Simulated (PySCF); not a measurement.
Isomers of C3H3BF2. Theory: PBE0-D3(BJ)/def2-SVP geometry optimisation, gas phase (PySCF). Energies are electronic, without zero-point or thermal terms, for one conformer each. No frequencies were run at this level. Point groups hold within 0.08 Å.

**Question.** Order them by energy at this level, lowest first, and give relative energies in kcal/mol.
A. `CC#CB(F)F`
B. `[F:1][BH:2][C:3]1=[C:4]([F:5])[CH2:6]1` with F1–B2–C3–C4 180°
C. `[F:1][B:2]([F:3])[CH:4]1[CH:5]=[CH:6]1` with F1–B2–C4–C5 -150°

**Answer.** A (0.0), C (24.7), B (74.2).

As drawn, the lowest has a C≡C bond, which the highest lacks; the highest has a three-membered ring and a C=C bond outside aromatic rings, which the lowest lacks.

| SMILES | E (Eh) | E rel (kcal/mol) | dipole (D) | point group | A, B, C (MHz) |
| --- | --- | --- | --- | --- | --- |
| CC#CB(F)F | -340.11848 | 0.0 | 3.15 | near Cs | 9846, 1576, 1371 |
| FB(F)C1C=C1 | -340.07919 | 24.7 | 2.23 | Cs | 7619, 2550, 2157 |
| FBC1=C(F)C1 | -340.00023 | 74.2 | 1.08 | Cs | 10238, 1825, 1565 |
